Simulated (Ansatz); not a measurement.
`C=C(F)C(F)F` + `BCl` → `C=C(F)BCl` + difluoromethane at 400 K and 1 bar (formal exchange of groups at a C–C bond).

Computed with Ansatz on PBE0-D4/def2-TZVP structures; ΔE is electronic, products minus reactants. CCSD(T)/CBS adds triple-zeta CCSD(T) − MP2 to the extrapolated MP2 energy (def2 sets, frozen cores). This one scheme is used for every species. One conformer a species, not always the lowest.

```
      species  CCSD(T)/CBS energy (Eh)  H − E (kJ/mol)  S (J/(mol·K))
`C=C(F)C(F)F`               -415.29924           179.7          349.7
        `BCl`               -485.78909            70.2          247.0
  `C=C(F)BCl`               -662.28140           154.5          342.8
        `FCF`               -238.82660           101.8          260.0
```

H − E and S are ideal-gas, rigid-rotor, harmonic terms from PBE0-D4/def2-TZVP, for one conformer and one mirror image of each species. 1 Eh = 2625.50 kJ/mol, R = 8.31446 J/(mol·K).

Q: By hand: ΔE, ΔH, ΔS and ΔG.

A: ΔE = (-662.28140) + (-238.82660) − (-415.29924) − (-485.78909) = -0.01967 Eh = -51.6 kJ/mol. Δ(H − E) = 154.5 + 101.8 − 179.7 − 70.2 = 6.4, so ΔH = -45.2 kJ/mol. ΔS = 342.8 + 260.0 − 349.7 − 247.0 = 6.1 J/(mol·K). ΔG = -45.2 − 400 × (6.1)/1000 = -47.6 kJ/mol.

Q: By hand: the equilibrium constant, and the temperature at which ΔG would vanish if ΔH and ΔS stayed fixed.

A: log₁₀ K = −ΔG/(RT ln 10) = 6.2. ΔH and −TΔS have one sign here, so there is no such temperature.

The number of gas molecules stays the same, so ΔS is small and ΔH decides. A doubt of 5 kJ/mol in ΔE shifts log₁₀ K by 0.7 here. Other conformers and mirror images would add mixing entropy, several J/(mol·K) or more a flexible species. These are equilibria of isolated gas molecules and say nothing of rates. Largest T1 diagnostic: 0.013 (customary marks: 0.02 for closed shells, 0.045 for open ones).

ΔS is within the doubt of such terms, so its sign, and with it that verdict, could turn.
